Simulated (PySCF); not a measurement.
Method: PBE-D3(BJ)/def2-TZVP // B3LYP-D3(BJ)/def2-TZVP in PySCF 2.14.0. All species are isolated molecules in the gas phase. Excitations are Tamm–Dancoff values on a coarser integration grid. The basis has no diffuse functions, so Rydberg states are missing or too high.

Reference species (SMILES): `BrB(Br)Br` (neutral, multiplicity 1).

The T1 excitation (TDA) is 3.98 eV and the HOMO comes out as -7.03 eV.

Changed species: `BrB(I)I` (2 of 3 Br replaced by I; the reference has 0 of 3 Br replaced by I).

Give the shifts of the T1 excitation (TDA) and HOMO.

the T1 excitation (TDA) decreases by 0.81 eV, to 3.17 eV; the HOMO rises by 0.61 eV, to -6.42 eV.
